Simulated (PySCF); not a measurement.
# Working out the ionisation energy of Br

Br [Ar] 3d10 4s2 4p5 (2P) → Br+ [Ar] 3d10 4s2 4p4 (3P). Computed with PySCF 2.14 in x2c-TZVPPall, with scalar relativity by spin-free X2C-1e. Frozen: [Ar] 3d10. Energies in hartree (1 hartree = 27.21139 eV):

```csv
part,Br (lower),Br+ (upper)
UHF,-2604.414876,-2604.020861
CCSD correlation,-0.153221,-0.123116
(T),-0.004489,-0.003229
```

**Question.** What does Hartree-Fock give?

**Answer.** (-2604.020861) − (-2604.414876) = 0.394015 hartree = 10.722 eV.

**Question.** What do CCSD and CCSD(T) give?

**Answer.** The CCSD correlation energies differ by 0.030105 hartree = 0.819 eV and the triples by 0.001260 hartree = 0.034 eV, so CCSD gives 11.541 eV and CCSD(T) 11.575 eV.

Measured between the centres of the two terms (NIST): 11.844 eV, so CCSD(T) (valence) is off by -0.269 eV.

What remains against the reference includes basis incompleteness, the frozen core and higher excitations.
